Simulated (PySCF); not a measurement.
C$_{2}$H$_{2}$F (SMILES [CH]=CF), doublet, geometry from GFN2-xTB. Base run: DF-M062X/STO-3G run with PySCF.

Here is a job for PySCF.
```python
from pyscf import gto, scf, dft

mol = gto.Mole()
mol.atom = '''
    C     0.03831317    0.37748676   -0.00198934
    C     1.23935301   -0.08688495   -0.03729312
    F    -1.07331666   -0.38169762    0.03330233
    H    -0.24782299    1.43729641    0.00433304
    H     2.24167587    0.25437132   -0.06835927
'''
mol.basis = 'sto-3g'
mol.spin = 1
mol.verbose = 4
mol.build()

mf = dft.UKS(mol)
mf.xc = 'm062x'
mf = mf.density_fit(auxbasis='def2-universal-jkfit')
mf.kernel()
```

Variants of this job, named by their change:

```json
[
 {"change": "base", "basis functions": "17", "E (Eh)": "-174.70904", "HOMO (eV)": "-6.17", "dipole (D)": "0.92", "core-seconds (rough)": "4"},
 {"change": "basis = 6-31G*", "basis functions": "46", "E (Eh)": "-177.04894", "HOMO (eV)": "-8.71", "dipole (D)": "1.84", "core-seconds (rough)": "7"},
 {"change": "basis = 6-31G**", "basis functions": "52", "E (Eh)": "-177.05189", "HOMO (eV)": "-8.70", "dipole (D)": "1.83", "core-seconds (rough)": "7"},
 {"change": "basis = pc-1", "basis functions": "52", "E (Eh)": "-177.02901", "HOMO (eV)": "-9.06", "dipole (D)": "2.08", "core-seconds (rough)": "9"},
 {"change": "basis = 6-311G**", "basis functions": "66", "E (Eh)": "-177.10911", "HOMO (eV)": "-8.98", "dipole (D)": "1.99", "core-seconds (rough)": "8"},
 {"change": "basis = def2-SVPD", "basis functions": "79", "E (Eh)": "-176.93414", "HOMO (eV)": "-9.09", "dipole (D)": "1.97", "core-seconds (rough)": "10"},
 {"change": "basis = 6-311++G**", "basis functions": "80", "E (Eh)": "-177.11502", "HOMO (eV)": "-9.12", "dipole (D)": "2.12", "core-seconds (rough)": "10"},
 {"change": "basis = aug-cc-pVDZ", "basis functions": "87", "E (Eh)": "-177.08570", "HOMO (eV)": "-9.01", "dipole (D)": "1.93", "core-seconds (rough)": "10"},
 {"change": "basis = 6-311+G(2d,p)", "basis functions": "93", "E (Eh)": "-177.11943", "HOMO (eV)": "-9.10", "dipole (D)": "2.02", "core-seconds (rough)": "20"},
 {"change": "basis = def2-TZVP", "basis functions": "105", "E (Eh)": "-177.13502", "HOMO (eV)": "-9.04", "dipole (D)": "1.96", "core-seconds (rough)": "20"},
 {"change": "basis = def2-TZVPP", "basis functions": "121", "E (Eh)": "-177.13583", "HOMO (eV)": "-9.04", "dipole (D)": "1.94", "core-seconds (rough)": "20"},
 {"change": "basis = aug-cc-pVTZ", "basis functions": "184", "E (Eh)": "-177.13461", "HOMO (eV)": "-9.09", "dipole (D)": "1.94", "core-seconds (rough)": "30"},
 {"change": "basis = cc-pVQZ", "basis functions": "225", "E (Eh)": "-177.14220", "HOMO (eV)": "-9.05", "dipole (D)": "1.92", "core-seconds (rough)": "40"}
]
```

Totals compare only among sets that treat the same electrons; sets with core potentials leave the core out.

Open shells are given as the SCF converged; they aren't shown to be the lowest states, and a large step between rows can be another state.
